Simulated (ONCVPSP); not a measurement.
**Reading a pseudo-wave (H)**

Columns: radius, all-electron u(r) and pseudo u(r) of the 1s shell (level -12.68 eV) of hydrogen in the configuration 1s0.5; PBE, non-relativistic, ONCV scheme, ONCVPSP 4.0.1.

```csv
r (bohr),all-electron,pseudo
0.045,0.0928,0.0782
0.090,0.1773,0.1550
0.135,0.2539,0.2292
0.180,0.3231,0.3000
0.225,0.3854,0.3666
0.270,0.4413,0.4282
0.315,0.4912,0.4842
0.360,0.5356,0.5339
0.405,0.5747,0.5774
0.450,0.6090,0.6150
0.495,0.6389,0.6470
0.540,0.6647,0.6738
0.585,0.6866,0.6956
0.630,0.7051,0.7127
0.675,0.7203,0.7257
0.720,0.7326,0.7356
0.765,0.7421,0.7433
0.810,0.7491,0.7494
0.855,0.7539,0.7539
0.900,0.7565,0.7565
0.945,0.7572,0.7572
0.990,0.7562,0.7562
1.035,0.7536,0.7536
1.080,0.7496,0.7496
1.125,0.7443,0.7443
1.170,0.7379,0.7379
```

Q: How many radial nodes do the two functions have?

A: The all-electron 1s function has n − l − 1 = 0; the pseudo-wave has 0.

Q: At about which radius was the pseudo-wave matched?

A: 0.90 bohr. The columns agree to 0.0005 from 0.81 bohr on; several derivatives are matched, so the curves merge somewhat inside the radius.

Q: Where does each function peak?

A: Outermost all-electron maximum near 0.94 bohr, pseudo maximum near 0.94 bohr (to the table’s step).

Q: Is the pseudo-wave norm-conserving?

A: Yes: the ONCV scheme keeps the norm inside the radius equal to the all-electron one, which fixes the energy derivative of the logarithmic derivative at the level.
